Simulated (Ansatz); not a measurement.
Saddle point of AlAsH6O3, closed shell (AlH₃O₃ ([OH][Al]([OH])[OH]) + AsH₃ → AlAsH₄O₂ ([OH][Al]([OH])[AsH2]) + H₂O (still joined by a long Al–O bond); bonds formed: Al1–As6, O2–H5; bonds broken: H5–As6; bonds weakened to dative contacts: Al1–O2), PBE0-D4/def2-TZVP structure:

```xyz
11
angstrom
Al 0.2563 -0.7007 0.2866
O 0.6994 -0.4222 -1.4314
O 1.5768 -0.3082 1.2771
O -0.8487 -1.9649 0.4798
H -0.0510 0.5997 -1.0861
As -1.1688 1.5021 0.0802
H 1.6056 -0.1562 -1.6200
H 1.6693 -0.5469 2.1962
H -1.3002 -2.1969 1.2867
H -2.0951 1.5002 -1.1153
H -0.3436 2.6940 -0.3537
```

Energies are electronic, without zero-point energy. Barriers and step energies count from the start structure reached by relaxing down the imaginary mode; all methods use the PBE0-D4 structures, on which another method's saddle can fall below an end. Program: Ansatz 0.2.0. Basis: def2-TZVPP, with def2-QZVPP for the basis limit. Cores are frozen in the correlated methods. Filled d shells of the heavier atoms are correlated. The def2 sets are not built for correlating such inner shells, so the correlated values are less sure here. B3LYP uses VWN-RPA correlation. Extrapolation: Hartree–Fock as exp(−7.88 √X), correlation as X^−2.97.

```
      method  barrier (kJ/mol)  step energy (kJ/mol)
       SPW92              28.8                 -29.0
      PBE-D4              54.6                 -13.4
     BLYP-D4              75.5                   4.9
   r2SCAN-D4              62.9                 -10.2
      B97M-V              85.6                  -1.0
     PBE0-D4              66.0                 -18.2
    B3LYP-D4                 ?                  -0.9
  r2SCAN0-D4              71.5                 -15.1
    BHLYP-D4              97.9                  -5.3
CAM-B3LYP-D4              87.0                  -2.4
     wB97X-V                 ?                  -7.7
     wB97M-V              85.8                  -8.5
      B2PLYP              85.5                  -2.2
    PBE-QIDH              75.6                 -17.5
  RPA on PBE              89.4                  -1.9
          HF                 ?                   3.2
         MP2              78.1                  -8.7
        CCSD              97.7                  -5.9
     CCSD(T)              87.6                  -8.1
```

Question: Fill in the withheld barriers. (Judge from chemistry; the value comes from the calculation.)

Answer: By the calculation: HF 141.3; B3LYP-D4 82.8; wB97X-V 86.4 kJ/mol. Each is the energy of the saddle less that of the start structure, by the same method.

For comparison, the barrier by CCSD(T) at an estimated basis limit (MP2 extrapolated from triple and quadruple zeta, plus CCSD(T) − MP2 in triple zeta) is 83.7 kJ/mol.

The T1 diagnostic stays at or below 0.013.

Labels in which every atom is bracketed show which atoms are joined, not bond orders.

For scale, one of the runs: CCSD(T)/def2-TZVPP, 267 basis functions, launched by `ansatz run in.yaml --threads 8 --pin off --events-out ev --progress --plain --max-ram 19148MiB`. Time: 4.2 min of wall clock on 8 CPU threads of an Intel Xeon; the host was shared. Peak host memory: 7 GiB.
